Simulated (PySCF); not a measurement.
Calculation: B3LYP-D3(BJ)/def2-TZVP // B3LYP-D3(BJ)/def2-SVP in PySCF. Gas-phase values, no solvent. One relaxed conformer stands for a flexible species; it need not be the lowest. B3LYP has the VWN-RPA correlation part, as in Gaussian. Excitations are Tamm–Dancoff values on a coarser integration grid. The basis has no diffuse functions, so Rydberg states are missing or too high.

Reference species (SMILES): `C(C)[Si](CC)(CC)CC` (neutral, multiplicity 1).

```
Property                   Value
----------------------  --------
S1–T1 gap (TDA)          0.16 eV
S1 oscillator strength     0.009
HOMO                    -7.47 eV
```

Changed species: `CC[Si](I)(I)I` (C–C–Si–I torsion 180°) (3 of 4 C2H5 replaced by I; the reference has 0 of 4 C2H5 replaced by I).

Predict the effect on the S1–T1 gap (TDA), S1 oscillator strength and HOMO.

the S1–T1 gap (TDA) goes up by 0.15 eV, to 0.31 eV; the S1 oscillator strength is nearly the same; the HOMO goes up by 0.24 eV, to -7.23 eV.
